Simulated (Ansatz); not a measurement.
Mulliken charges of CH₃NO₂Si, SMILES `OC1=N[SiH]1O` from r2SCAN/def2-TZVPP in Ansatz (PBE0-D4/def2-TZVP geometry).

```tsv
atom	x (Å)	y (Å)	z (Å)	charge (e)
O1	-0.778	0.951	1.793	-0.283
C2	-0.244	0.211	0.840	0.114
N3	0.985	-0.168	0.703	-0.367
Si4	0.003	-0.731	-0.632	0.596
O5	0.147	-0.135	-2.139	-0.407
H6	-0.066	1.176	2.416	0.205
H7	-0.364	-2.143	-0.799	-0.068
H8	0.408	0.782	-2.239	0.211
```

By hand: the dipole of these point charges (1 e Å = 4.8032 D).

Σ q r = (-0.130, -0.012, -0.099) e Å, of length 0.164 e Å = 0.79 D.

How does the dipole of the full density compare? (Best estimate.)

Computed: (-0.040, 0.225, -0.063) e Å, 1.14 D; the point charges give 0.69 times that, at 77° from its direction.

Point charges leave out the atoms' own dipoles, such as those of lone pairs, and Mulliken's split depends on the basis, so the two needn't agree.
